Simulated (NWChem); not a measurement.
Species: GeCl$_{2}$, singlet; SMILES [Cl][Ge][Cl]

Program: NWChem. Low-valent species are run as closed-shell singlets; no triplet was tried in these runs. Coordinates come from a PBE-D3(BJ)/def2-SVP optimisation.

### Question
Taking PBE/def2-QZVP as the yardstick, which of these has the fewest basis functions while keeping “dipole (D)” within 0.1 D of it: PBE/aug-pcseg-1; PBE/def2-TZVPP; PBE/3-21G; PBE/pcseg-2; PBE/pcseg-1?

### Answer
PBE/aug-pcseg-1 (a larger set in the list lies outside the tolerance).
| level | basis functions | dipole (D) |
|---|---|---|
| PBE/3-21G | 48 | 2.69 |
| PBE/pcseg-1 | 63 | 2.16 |
| PBE/aug-pcseg-1 | 90 | 2.02 |
| PBE/pcseg-2 | 111 | 2.13 |
| PBE/def2-TZVPP | 132 | 2.02 |
| PBE/def2-QZVP | 215 | 2.01 |

The yardstick is one finite set, not the basis-set limit.
